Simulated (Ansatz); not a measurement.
`C[SiH2]N[SiH3]` → `[CH3]`• + `[SiH2]N[SiH3]`•  (homolysis of the C–Si bond)

Computed with Ansatz on PBE0-D4/def2-TZVP structures; ΔE is electronic, products minus reactants. CBS: MP2 limit from def2 TZ/QZ plus the TZ coupled-cluster correction, frozen cores. This one scheme is used for every species. Functionals use def2-TZVPP. B3LYP here is the variant with VWN-RPA as its local correlation; programs differ in this. No spin–orbit coupling; open shells (•) take unrestricted orbitals. Each species was taken in one conformer, which may not be the lowest.

```json
{"level": "BLYP-D4", "ΔE (eV)": "3.77"}
{"level": "PBE0-D4", "ΔE (eV)": "3.94"}
{"level": "PBE0", "ΔE (eV)": "3.88"}
{"level": "B3LYP", "ΔE (eV)": "3.76"}
{"level": "LC-ωPBE", "ΔE (eV)": "3.91"}
{"level": "RPA@PBE/def2-TZVPP", "ΔE (eV)": "3.86"}
{"level": "CCSD/def2-SVP", "ΔE (eV)": "3.81"}
{"level": "MP2/def2-TZVPP", "ΔE (eV)": "4.13"}
```

Problem. What does CCSD(T)/CBS give? (Best estimate.)

Solution. The calculation gave: +4.10 eV. The listed levels differ from it by -0.33, -0.16, -0.22, -0.34, -0.19, -0.24, -0.29, 0.03 eV.

Largest T1 diagnostic among the species: 0.014.

From BLYP to BHLYP (50 % exact exchange), in def2-TZVPP and without D4, ΔE moves by +0.15 eV. In def2-TZVPP, CCSD(T) changes the Hartree–Fock value by +1.06 eV (the triples alone add +0.08 eV) and MP2 by +1.19 eV; breaking electron pairs costs correlation energy, which Hartree–Fock lacks.
